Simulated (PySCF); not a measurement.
## Si²⁺ (silicon, charge +2) across methods

[Ne] 3s2, closed-shell 1S. Calculation: PySCF 2.14, in aug-cc-pV(T+d)Z; the non-relativistic Hamiltonian (point nucleus).

```json
{"method": "LC-wPBE", "E (hartree)": "-288.3596", "mean ε 2s (eV)": "-166.41", "mean ε 2p (eV)": "-122.99", "mean ε 3s (eV)": "-32.530", "Σ⟨r²⟩ (bohr²)": "11.75", "⟨S²⟩": "0.000"}
{"method": "PBE", "E (hartree)": "-288.3233", "mean ε 2s (eV)": "-160.25", "mean ε 2p (eV)": "-117.07", "mean ε 3s (eV)": "-28.469", "Σ⟨r²⟩ (bohr²)": "11.75", "⟨S²⟩": "0.000"}
{"method": "wB97M-V", "E (hartree)": "-288.4798", "mean ε 2s (eV)": "-170.51", "mean ε 2p (eV)": "-124.62", "mean ε 3s (eV)": "-32.017", "Σ⟨r²⟩ (bohr²)": "11.78", "⟨S²⟩": "0.000"}
{"method": "M06-L", "E (hartree)": "-288.4699", "mean ε 2s (eV)": "-165.09", "mean ε 2p (eV)": "-119.16", "mean ε 3s (eV)": "-28.545", "Σ⟨r²⟩ (bohr²)": "11.61", "⟨S²⟩": "0.000"}
{"method": "LDA", "E (hartree)": "-287.3080", "mean ε 2s (eV)": "-159.50", "mean ε 2p (eV)": "-117.15", "mean ε 3s (eV)": "-28.595", "Σ⟨r²⟩ (bohr²)": "11.72", "⟨S²⟩": "0.000"}
{"method": "r2SCAN", "E (hartree)": "-288.4339", "mean ε 2s (eV)": "-164.24", "mean ε 2p (eV)": "-119.15", "mean ε 3s (eV)": "-28.645", "Σ⟨r²⟩ (bohr²)": "11.82", "⟨S²⟩": "0.000"}
{"method": "PBE0", "E (hartree)": "-288.3489", "mean ε 2s (eV)": "-167.76", "mean ε 2p (eV)": "-122.40", "mean ε 3s (eV)": "-29.625", "Σ⟨r²⟩ (bohr²)": "11.77", "⟨S²⟩": "0.000"}
{"method": "PW91", "E (hartree)": "-288.4504", "mean ε 2s (eV)": "-160.35", "mean ε 2p (eV)": "-117.29", "mean ε 3s (eV)": "-28.542", "Σ⟨r²⟩ (bohr²)": "11.74", "⟨S²⟩": "0.000"}
```

Question: Estimate the same row for UHF.

Answer: E (hartree) = -287.99431; mean ε 2s (eV) = -189.02; mean ε 2p (eV) = -137.16; mean ε 3s (eV) = -32.162; Σ⟨r²⟩ (bohr²) = 11.95; ⟨S²⟩ = 0.000.
